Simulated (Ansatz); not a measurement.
# What each rung costs, and what it gives

Saddle point of BSiH₄Cl₂F, singlet (BSiH₃Cl₂ ([SiH3][B]([Cl])[Cl]) + HF → BCl₂F ([F][B]([Cl])[Cl]) + SiH₄; bonds formed: B1–F6, Si2–H5; bonds broken: B1–Si2, H5–F6), PBE0-D4/def2-TZVP structure:

B1  (-0.600, -0.846, 0.128)
Si2  (0.425, 1.043, -0.214)
Cl3  (-1.203, -1.457, -1.420)
Cl4  (-1.720, -0.642, 1.483)
H5  (0.864, -0.757, 0.363)
F6  (0.629, -1.815, 0.618)
H7  (-0.806, 1.743, -0.649)
H8  (0.983, 1.689, 1.001)
H9  (1.428, 1.041, -1.310)
(Å)

Barriers are electronic and count from the start structure reached by relaxing down the imaginary mode.

Computed with Ansatz 0.2.0 (basis: as named in each row); correlated methods freeze the cores. B3LYP uses VWN-RPA correlation. Extrapolation: Hartree–Fock as exp(−7.88 √X), correlation as X^−2.97.

Times are rough, for one single point on 4 threads of a shared host (Arm Neoverse V2).

The estimate by CCSD(T) at an estimated basis limit (MP2 extrapolated from triple and quadruple zeta, plus CCSD(T) − MP2 in triple zeta) is 29.08 kcal/mol.

```
      method       basis  time (s)  barrier (kcal/mol)  method less estimate
          HF      STO-3G   under 1               31.77                  2.69
      PBE-D4      STO-3G   under 1              -20.59                -49.67
       SPW92    def2-SVP   under 1                2.87                -26.21
      PBE-D4    def2-SVP   under 1               11.94                -17.14
    B3LYP-D4       6-31G   under 1               23.65                 -5.43
     PBE0-D4    def2-SVP   under 1               18.01                -11.07
       SPW92  def2-TZVPP         1               11.51                -17.57
      PBE-D4  def2-TZVPP         2               19.65                 -9.43
     BLYP-D4  def2-TZVPP         2               24.83                 -4.25
    B3LYP-D4  def2-TZVPP         2               27.59                 -1.49
    BHLYP-D4  def2-TZVPP         2               32.43                  3.35
CAM-B3LYP-D4  def2-TZVPP         3               27.25                 -1.83
     PBE0-D4  def2-TZVPP         3               23.74                 -5.34
     CCSD(T)    def2-SVP         3               27.64                 -1.44
   r2SCAN-D4  def2-TZVPP         4               21.44                 -7.64
  RPA on PBE  def2-TZVPP         4               28.34                 -0.74
     wB97M-V    def2-SVP         4               18.76                -10.33
  r2SCAN0-D4  def2-TZVPP         4               24.79                 -4.30
      B2PLYP  def2-TZVPP         4               28.49                 -0.59
    PBE-QIDH  def2-TZVPP         4               26.45                 -2.63
     wB97X-V  def2-TZVPP         6               26.18                 -2.90
     wB97M-V  def2-TZVPP         8               25.48                 -3.60
      B97M-V  def2-TZVPP         8               24.76                 -4.32
         MP2  def2-QZVPP        14               26.76                 -2.33
     CCSD(T)  def2-TZVPP        98               28.86                 -0.23
```

All methods are single points on the PBE0-D4 structures; a negative value means that the method puts the saddle structure below the start.

The T1 diagnostic stays at or below 0.013.

Steps of this kind, hydrogen fluoride cutting a network bond, underlie vapour etching and the fluorination step of atomic layer etching.

Labels in which every atom is bracketed show which atoms are joined, not bond orders.
